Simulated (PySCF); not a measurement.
S₄, SMILES S=S(=S)=S.

Geometry optimised at ωB97X-D3(BJ)/def2-SVP.

These are B3LYP/def2-TZVPD run with PySCF values and carry that method's errors.

Isolated molecule, no solvent.

Computed frontier levels, gap, dipole moment and polarisability:
```yaml
highest_occupied_level: -7.07 eV
lowest_empty_level: -4.30 eV
orbital_gap: 2.77 eV
dipole_moment: 0.00 D
quadrupole, principal values (traceless, Buckingham form, about the centre of nuclear charge): -0.37, -0.37, 0.73 D·Å
mean_static_polarisability: 93.0 bohr³ (13.78 Å³)
polarisability_principal_values: 54.6, 112.2, 112.2 bohr³
```
